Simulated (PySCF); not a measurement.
## Calculated data, CH5B2O, CH6B2N, CH6AlB2, BH3N

Computed with PySCF 2.14.0. Calculation on a computer-drawn molecule: the log of a Hartree-Fock and frozen-core CCSD(T) single point meant for a local Hartree-Fock minimum, with one planted fault or none, to be diagnosed. Offsets are logged minus clean, where the clean run is the same molecule without the fault. The reference is restricted for singlets and unrestricted otherwise, and also for a bond in bohr or an excited solution. Adding or removing an electron swaps singlet and doublet. The excited solution moves the top pair (singlet) or top alpha electron (doublet) to the lowest empty orbital. Highest occupied and lowest empty are orbital energies over both spins, largest force is the largest gradient component, triples share is (T) over the correlation energy, the T1 limit is 0.02 restricted and 0.045 unrestricted, electrons count all cores, a negative frequency is imaginary (commonest isotopes), and the dipole is about the centre of nuclear charge.

Common to all runs: meant charge 0; meant multiplicity 2; logged SCF converged yes; logged CC converged yes; logged SCF stable within its kind yes; possible faults no fault, one electron removed, one electron added, multiplicity raised by two, geometry at a saddle point, SCF held on an excited solution, minimal basis STO-3G, one bond length entered in bohr, all coordinates scaled.

(1) 
```xyz
9
formula=CH5B2O meant_basis=cc-pVDZ logged_electrons=29 logged_basis_functions=81 logged_spin_squared=0.7533 logged_highest_occupied=-8.8309 logged_lowest_empty=2.0201 logged_largest_force=0.013472 logged_T1_diagnostic=0.014385 logged_D1_diagnostic=0.04793 logged_triples_share=0.026169 logged_dipole_magnitude=2.1301 logged_energy_HF=-165.00251 logged_energy_CCSD(T)=-165.52814 planted_fault=all_coordinates_scaled,by_-1.1_% HF_energy_offset_from_clean_run=0.6264 CCSD(T)_energy_offset_from_clean_run=1.665
B     -0.6554     0.2015     1.3255
C     -0.4282    -0.5401    -0.0073
B      0.0869    -2.0061     0.2426
O     -0.6311    -3.0931    -0.0480
H     -1.6885     0.4415     1.8573
H      0.3863    -0.0493    -0.5335
H     -1.3128    -0.5289    -0.6357
H      1.1622    -2.2057     0.7035
H     -1.4747    -2.9151    -0.4102
```

Units: logged_highest_occupied, logged_lowest_empty in eV; logged_largest_force in hartree/bohr; logged_dipole_magnitude in debye; logged_energy_HF, logged_energy_CCSD(T) in hartree; HF_energy_offset_from_clean_run, CCSD(T)_energy_offset_from_clean_run in kcal/mol.

Drawn bonds:
```tsv
atom	other atom	order
1	2	1
2	3	1
3	4	1
1	5	1
2	6	1
2	7	1
3	8	1
4	9	1
```

(2) 
```xyz
10
formula=CH6B2N meant_basis=cc-pVDZ logged_electrons=29 logged_basis_functions=26 logged_spin_squared=0.7522 logged_highest_occupied=-7.7381 logged_lowest_empty=6.5324 logged_largest_force=0.032627 logged_T1_diagnostic=0.017543 logged_D1_diagnostic=0.078796 logged_triples_share=0.016782 logged_dipole_magnitude=1.8721 logged_energy_HF=-143.32054 logged_energy_CCSD(T)=-143.53861 planted_fault=minimal_basis_STO-3G HF_energy_offset_from_clean_run=1139 CCSD(T)_energy_offset_from_clean_run=1329
B     -0.0144     0.5354     2.6554
C      0.0756     0.4845     1.0902
N      0.9879    -0.5005     0.5249
B      0.7093    -1.4262    -0.4690
H      0.7223     0.0340     3.4567
H     -0.9170     0.3283     0.6626
H      0.3552     1.5042     0.7776
H      1.9020    -0.4884     0.9309
H      1.5749    -2.1815    -0.8231
H     -0.3896    -1.4630    -0.9570
```

Units: logged_highest_occupied, logged_lowest_empty in eV; logged_largest_force in hartree/bohr; logged_dipole_magnitude in debye; logged_energy_HF, logged_energy_CCSD(T) in hartree; HF_energy_offset_from_clean_run, CCSD(T)_energy_offset_from_clean_run in kcal/mol.

Drawn bonds:
```tsv
atom	other atom	order
1	2	1
2	3	1
3	4	1
1	5	1
2	6	1
2	7	1
3	8	1
4	9	1
4	10	1
```

(3) 
```xyz
10
formula=CH6AlB2 meant_basis=cc-pV(D+d)Z logged_electrons=35 logged_basis_functions=30 logged_spin_squared=0.7522 logged_highest_occupied=-6.9737 logged_lowest_empty=6.6911 logged_largest_force=0.041301 logged_T1_diagnostic=0.0090681 logged_D1_diagnostic=0.025904 logged_triples_share=0.012496 logged_dipole_magnitude=0.48484 logged_energy_HF=-328.52255 logged_energy_CCSD(T)=-328.71236 planted_fault=minimal_basis_STO-3G HF_energy_offset_from_clean_run=2520 CCSD(T)_energy_offset_from_clean_run=2662
B      1.1991    -2.1466    -0.2350
C      0.3280    -0.9646     0.2862
B     -0.8416    -0.6164    -0.7388
Al    -2.9119    -0.2922    -0.2234
H      1.1635    -3.2936     0.1163
H      0.9325    -0.0423     0.2194
H     -0.0044    -1.0937     1.3201
H     -0.4922    -0.4936    -1.8897
H     -3.9666    -1.4794    -0.2685
H     -3.4382     1.1421     0.2119
```

Units: logged_highest_occupied, logged_lowest_empty in eV; logged_largest_force in hartree/bohr; logged_dipole_magnitude in debye; logged_energy_HF, logged_energy_CCSD(T) in hartree; HF_energy_offset_from_clean_run, CCSD(T)_energy_offset_from_clean_run in kcal/mol.

Drawn bonds:
```tsv
atom	other atom	order
1	2	1
2	3	1
3	4	1
1	5	1
2	6	1
2	7	1
3	8	1
4	9	1
4	10	1
```

(4) 
```xyz
5
formula=BH3N meant_basis=cc-pVDZ logged_electrons=15 logged_basis_functions=43 logged_spin_squared=1.2258 logged_highest_occupied=-9.7358 logged_lowest_empty=2.3519 logged_largest_force=0.069406 logged_T1_diagnostic=0.075902 logged_D1_diagnostic=0.28355 logged_triples_share=0.041041 logged_dipole_magnitude=0.71071 logged_energy_HF=-80.74166 logged_energy_CCSD(T)=-81.02718 planted_fault=one_bond_length_entered_in_bohr,row_3_of_the_drawn_bonds HF_energy_offset_from_clean_run=74.19 CCSD(T)_energy_offset_from_clean_run=63.85
B     -0.1584     0.5136     1.8779
N     -0.0751     1.8891     1.8093
H     -0.9122    -0.1486     1.2202
H     -1.1496     2.9368     0.6556
H      0.5586     2.4269     2.3640
```

Units: logged_highest_occupied, logged_lowest_empty in eV; logged_largest_force in hartree/bohr; logged_dipole_magnitude in debye; logged_energy_HF, logged_energy_CCSD(T) in hartree; HF_energy_offset_from_clean_run, CCSD(T)_energy_offset_from_clean_run in kcal/mol.

Drawn bonds:
```tsv
atom	other atom	order
1	2	1
1	3	1
2	4	1
2	5	1
```

Notes: T1 above single-reference limit.

(5) 
```xyz
5
formula=BH3N meant_basis=cc-pVDZ logged_electrons=15 logged_basis_functions=43 logged_spin_squared=3.7651 logged_highest_occupied=-5.4103 logged_lowest_empty=-0.14722 logged_largest_force=0.18007 logged_T1_diagnostic=0.009752 logged_D1_diagnostic=0.027187 logged_triples_share=0.018505 logged_dipole_magnitude=6.3004 logged_energy_HF=-80.66627 logged_energy_CCSD(T)=-80.89821 planted_fault=multiplicity_raised_by_two HF_energy_offset_from_clean_run=121.5 CCSD(T)_energy_offset_from_clean_run=144.8
B     -0.1584     0.5136     1.8779
N     -0.0751     1.8891     1.8093
H     -0.9122    -0.1486     1.2202
H     -0.6437     2.4435     1.1988
H      0.5586     2.4269     2.3640
```

Units: logged_highest_occupied, logged_lowest_empty in eV; logged_largest_force in hartree/bohr; logged_dipole_magnitude in debye; logged_energy_HF, logged_energy_CCSD(T) in hartree; HF_energy_offset_from_clean_run, CCSD(T)_energy_offset_from_clean_run in kcal/mol.

Drawn bonds:
```tsv
atom	other atom	order
1	2	1
1	3	1
2	4	1
2	5	1
```
